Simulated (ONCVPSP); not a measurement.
What one change does to a pseudopotential (carbon (C), ONCV)

```
Element                 : C (Z = 6)
Generator               : ONCVPSP 4.0.1
Type                    : optimised norm-conserving Vanderbilt (ONCV)
Functional              : PBEsol
Relativity              : scalar-relativistic
Frozen core             : [He]
Valence charge          : 4
Reference configuration : 2s1 2p3
Partial waves           : 2s: rc 1.35 bohr, ncon 3, nbas 6, qcut 4.3 1/bohr, 2 projectors, debl 0.9 Ha; 2p: rc 2.55 bohr, ncon 3, nbas 7, qcut 6.7 1/bohr, 2 projectors, debl 0.9 Ha; d scattering state at 0.42 Ha: rc 2.55 bohr, ncon 4, nbas 8, qcut 3.6 1/bohr, 2 projectors, debl 1.3 Ha
Local potential         : polynomial inside 0.90 bohr (lpopt 4, dvloc0 1 Ha)
Core correction         : polynomial model core, fcfact 0.6
```

Change: s: qcut 6.2; p: qcut 9.6; d: qcut 5.2.

Cutoffs: the cutoffs (Ha) at which the residual kinetic energy of the hardest occupied pseudo-wave falls to 1 and 0.1 mHa per electron; they do not see the model core or the augmentation charge, which bear on the density cutoff. Errors are all-electron minus pseudo energies relative to the spin-unpolarised reference configuration.

Question: How do hardness, ghosts and transferability respond?

Answer: The potential gets softer (23 Ha and 53 Ha → 14 Ha and 19 Ha); of the 4 tests that both files solve, the error grows in 0 and shrinks in 4 by more than 15 % and 0.3 meV (median size 466.0 → 340.0 meV); the range in which the p phases agree widens (upper end 3.4 → at the end of the scan); neither file shows a bound ghost.

```csv
quantity,base,changed
"cutoff, loose",23 Ha,14 Ha
"cutoff, tight",53 Ha,19 Ha
loose cutoff by channel,"s 23 Ha, p 12 Ha","s 14 Ha, p 13 Ha"
bound ghosts,none,none
GHOST(+) flags under 300 eV,d at 64.4 eV,none
"error for 2s2 2p2, meV [ΔE -8.43 eV]",-16,-7.5
"error for 2s2 2p1, meV [ΔE 2.36 eV]",+140,+103
"error for 2s2 2p0, meV [ΔE 26.38 eV]",+792,+577
"error for 2s1 2p0, meV [ΔE 74.34 eV]",+1502,+1121
s: phases at 1.37 bohr within 0.05 rad from the reference energy up to (Ha; the scan ends near 5),to the end of the scan,to the end of the scan
p: phases at 2.60 bohr within 0.05 rad from the reference energy up to (Ha; the scan ends near 5),3.4,to the end of the scan
d: phases at 2.60 bohr within 0.05 rad from the reference energy up to (Ha; the scan ends near 5),2.2,2.7
"rms error of d²Exc/dni dnj with the model core, mHa",1.68,1.37
```
